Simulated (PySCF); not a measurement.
Atom-mapped SMILES (the numbers label the heavy atoms): `[N:1]#[C:2][Si@H:3]([F:4])[SiH2:5][NH2:6]`; H(Xn) means a hydrogen on atom n. Ha(Si5) is pro-R; Hb(Si5) is pro-S.

Geometry: GFN2-xTB; GIAO shifts from PySCF 2.14.0 with density-fitted response routines, gas phase, non-relativistic, averaged over equivalent atoms.

At PBE0/pcSseg-0 (72 basis functions, 7.2 s wall time on 1 thread of an Arm Neoverse V1, shared host):
```
  atoms  δ (ppm)
     N1    376.0
     N6    -30.0
     C2    136.2
    Si3    -31.2
    Si5    -89.1
     F4   -275.0
 H(Si3)     6.39
Ha(Si5)     5.97
Hb(Si5)     5.50
  H(N6)    -1.21
```

References, each an isolated molecule treated in the same way: $^{15}$N (σref 269.13) against NH3; $^{13}$C (σref 195.82) and $^{29}$Si (σref 345.73) and $^{1}$H (σref 33.29) against TMS; $^{19}$F (σref 171.75) vs CFCl3.

What do these become at PBE0/pcSseg-1?

Results:


| atoms | δ at PBE0/pcSseg-1 | change |
| --- | --- | --- |
| N1 | 367.4 | -8.6 |
| N6 | -6.3 | +23.7 |
| C2 | 125.2 | -11.0 |
| Si3 | -17.8 | +13.4 |
| Si5 | -57.3 | +31.8 |
| F4 | -227.9 | +47.1 |
| H(Si3) | 5.56 | -0.83 |
| Ha(Si5) | 5.28 | -0.69 |
| Hb(Si5) | 5.03 | -0.47 |
| H(N6) | -0.01 | +1.20 |

Referencing at the same level of theory: $^{15}$N (σ = 267.73 ppm) against NH3; TMS for $^{13}$C (σ = 186.93 ppm) and $^{29}$Si (σ = 349.16 ppm) and $^{1}$H (σ = 31.72 ppm); $^{19}$F (σ = 170.95 ppm) against CFCl3.

The largest change is at F4 (fluorine bonded to Si). Cost: 141 basis functions, 22 s wall time on 1 thread of an Arm Neoverse N1, shared host.

Unscaled 19F shifts against computed CFCl3 carry errors that often reach 10 to 50 ppm. Experimental scales use liquid or dissolved standards, which lie at an offset from isolated NH3 (liquid NH3: subtract about 20 ppm). Unscaled 15N shifts of sp2 nitrogen come out 20 to 40 ppm too high even then.
